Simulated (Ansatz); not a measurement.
C$_{3}$H$_{5}$FSSi, SMILES `C=C1S[Si]1(C)F`: the same geometry under several functionals.

```yaml
crystal:
  periodic: [false, false, false]
  atoms:
    - {symbol: C, position_ang: [-0.046176, -2.205143, 0.983811]}
    - {symbol: C, position_ang: [0.196913, -0.914159, 0.831549]}
    - {symbol: S, position_ang: [1.601621, 0.122688, 1.339719]}
    - {symbol: Si, position_ang: [-0.105300, 0.779884, 0.324638]}
    - {symbol: C, position_ang: [-0.033269, 1.407099, -1.405318]}
    - {symbol: F, position_ang: [-1.169012, 1.645843, 1.131378]}
    - {symbol: H, position_ang: [0.644598, -2.874173, 1.486190]}
    - {symbol: H, position_ang: [-0.968075, -2.630416, 0.602732]}
    - {symbol: H, position_ang: [-1.021512, 1.361586, -1.868693]}
    - {symbol: H, position_ang: [0.301787, 2.446547, -1.418153]}
    - {symbol: H, position_ang: [0.663826, 0.803344, -1.987354]}
basis:
  gaussian: {orbitals: def2-TZVPP}
hamiltonian: {xc: {name: revPBE}, dispersion: d4}
output: {orbitals: {seedname: orbitals}}
```

```sh
$ ansatz run in.yaml --threads 4 --pin off --events-out ev --progress --plain
```

Output, abridged:

```
Functional definition: revPBE
1563 factors; their error is unknown
mean field evaluation 1: about -24597.9100 eV, gradient 1.0e2 eV
mean field evaluation 2: about -24487.0939 eV, gradient 2.0e2 eV
mean field evaluation 4: about -24619.4622 eV, gradient 3.0e1 eV
mean field evaluation 8: about -24621.6077 eV, gradient 6.8e-1 eV
mean field evaluation 16: about -24621.5763 eV, gradient 1.9e-3 eV
mean field -24621.57632926 eV, -904.8262409966 hartree, gradient 4.1e-5 eV, S^2 0.000000; 0 other end points of the search recorded, 0 dependent functions left out
reference -24621.57638551 eV, -904.8262430638 hartree; 31, 31 occupied and 247, 247 virtual orbitals, 1563 factors
Total energy: -24622.42278567 eV, -904.8573476956 hartree
```

It took 2.5 s on 4 threads of a server CPU on a shared host, with 0.41 GiB of host memory at the peak.

With the line `hamiltonian: {xc: {name: r2SCANh}, dispersion: d4}` (abridged; 4.5 s):

```
Functional definition: r2SCANh
mean field evaluation 16: about -24622.2754 eV, gradient 4.2e-4 eV
mean field -24622.27540987 eV, -904.8519317350 hartree, gradient 2.2e-5 eV, S^2 0.000000
Total energy: -24622.35333361 eV, -904.8547953795 hartree
```

With the line `hamiltonian: {xc: {name: B97M-V}}` (abridged; 6 s):

```
Functional definition: B97M-V
mean field evaluation 16: about -24621.6112 eV, gradient 1.1e-3 eV
mean field -24621.61123216 eV, -904.8275236546 hartree, gradient 3.2e-5 eV, S^2 0.000000
Total energy: -24621.61129642 eV, -904.8275260160 hartree
```

Changing it to `hamiltonian: {xc: r2scan, dispersion: d4}` and forces (abridged; 4.2 s):

```
Functional definition: r2SCAN
mean field evaluation 16: about -24622.6853 eV, gradient 1.7e-3 eV
mean field -24622.68528234 eV, -904.8669942703 hartree, gradient 2.3e-5 eV, S^2 0.000000
Total energy: -24622.75786215 eV, -904.8696615294 hartree
Atom 0 force    -0.005626    -0.261738     0.050354 eV/Å
Atom 1 force    -0.162823     0.187290    -0.125968 eV/Å
Atom 2 force     0.222670     0.073013     0.102609 eV/Å
Atom 3 force    -0.014283    -0.069507    -0.046365 eV/Å
Atom 4 force     0.008311    -0.008807     0.002032 eV/Å
Atom 5 force    -0.043262     0.047619     0.034509 eV/Å
Atom 6 force    -0.011631    -0.000982    -0.000791 eV/Å
Atom 7 force     0.013283     0.010966     0.002765 eV/Å
Atom 8 force     0.023929     0.011125    -0.001040 eV/Å
Atom 9 force    -0.009721    -0.016330    -0.016028 eV/Å
Atom 10 force    -0.020847     0.027351    -0.002077 eV/Å
Dipole moment:    -0.094391     0.017859    -0.462838 e Å
```

The same input with `hamiltonian: {xc: {name: B2PLYP}}` (abridged; 6.5 s):

```
Functional definition: B2PLYP
mean field evaluation 16: about -24606.8154 eV, gradient 8.4e-4 eV
mean field -24606.81541380 eV, -904.2837873585 hartree, gradient 3.2e-6 eV, S^2 0.000000
14 core orbitals not correlated: weight in the atoms' cores, before any rotation towards them, 1.000 or more for the frozen orbitals, at most 0.000 for the correlated occupied ones
second order -34.02447732 eV of doubles, -0.00000000 eV of singles
Total energy: -24616.00220348 eV, -904.6213956523 hartree
```

Changing it to `hamiltonian: {xc: {name: r2SCAN0}, dispersion: d4}` (abridged; 4.6 s):

```
Functional definition: r2SCAN0
mean field evaluation 16: about -24621.6990 eV, gradient 6.2e-4 eV
mean field -24621.69901351 eV, -904.8307495594 hartree, gradient 4.0e-5 eV, S^2 0.000000
Total energy: -24621.78539623 eV, -904.8339240659 hartree
```
